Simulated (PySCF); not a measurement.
Si(OH)(SH) (H2OSSi), SMILES S[Si]O (connectivity only; charge and spin as stated), neutral, multiplicity 1. Geometry optimised at B3LYP-D3(BJ)/def2-TZVP. Other conformers were not sampled.

TDA-M06-2X/def2-SVPD in PySCF puts the lowest singlet excitations at 4.33, 5.42, 6.02, 6.20, 6.43, 6.89 eV.

### Question
What are the lowest excitation roots from PySCF 2.14.0 with ADC(2)/aug-cc-pVDZ? (The exact figures need the calculation; the answer reports its results.)

### Answer
4.39, 5.33, 5.96, 6.24, 6.34, 6.72 eV. S1 differs by 0.06 eV (second minus first; roots are paired by order, and the bases may differ).
